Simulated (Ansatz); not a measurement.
Consider the β-hydride elimination: `CO[SiH](C)[GeH3]` → `C[SiH2][GeH3]` + `C=O`.

Calculated with Ansatz (gas phase, PBE0-D4/def2-TZVP geometries, no zero-point term in ΔE). CCSD(T)/CBS adds triple-zeta CCSD(T) − MP2 to the extrapolated MP2 energy (def2 sets, frozen cores). This one scheme is used for every species. DFT in def2-TZVPP. For Ge outer-core shells are correlated without core-valence functions, which leaves a few kJ/mol of doubt a bond. Scalar relativity is left out up to krypton. One conformer a species, not always the lowest.

`CO[SiH](C)[GeH3]`:

Cartesian coordinates in Å:
```
C 0.213 2.337 0.251
O 0.692 1.185 -0.401
Si 0.495 -0.337 0.203
C 1.406 -1.492 -0.933
Ge -1.822 -0.911 0.355
H 0.542 3.211 -0.313
H 0.605 2.414 1.272
H -0.882 2.347 0.298
H 1.063 -0.395 1.586
H 1.336 -2.520 -0.569
H 0.987 -1.455 -1.940
H 2.462 -1.217 -0.987
H -2.617 0.084 1.222
H -1.991 -2.304 0.991
H -2.488 -0.949 -1.034
```

`C[SiH2][GeH3]`:

Z-matrix (Å, degrees):
```
C
Si 1 1.875
H 1 1.092 2 110.8
H 1 1.092 2 110.6 3 120.0
H 1 1.092 2 110.8 3 -120.0
Ge 2 2.380 1 111.3 3 59.9
H 2 1.490 1 110.3 3 -179.4
H 2 1.490 1 110.3 3 -60.7
H 6 1.540 2 110.8 1 -59.8
H 6 1.540 2 110.8 1 59.6
H 6 1.539 2 111.6 1 179.9
```

`C=O`:

Cartesian coordinates in Å:
```
C 0.001 0.004 0.003
O -0.280 -0.977 -0.620
H -0.076 0.041 1.108
H 0.355 0.932 -0.491
```

```tsv
species	LDA (SPW92) energy (Eh)
`CO[SiH](C)[GeH3]`	-2518.40340
`C[SiH2][GeH3]`	-2404.67899
`C=O`	-113.63629
```

Problem. Work out ΔE.

Solution. ΔE = (-2404.67899) + (-113.63629) − (-2518.40340) = 0.08812 Eh = +55.3 kcal/mol. CCSD(T)/CBS gives +47.2 kcal/mol.

Largest T1 diagnostic among the species: 0.015.

From BLYP to BHLYP (50 % exact exchange), in def2-TZVPP and without D4, ΔE moves by +8.8 kcal/mol. Leaving LDA and LC-ωPBE aside and taking each functional with its dispersion term where it has one, the values, not all of them listed here, spread over 8.3 kcal/mol, from BLYP-D4 to r2SCAN0-D4. LDA lies +12.5 kcal/mol from PBE without D4.
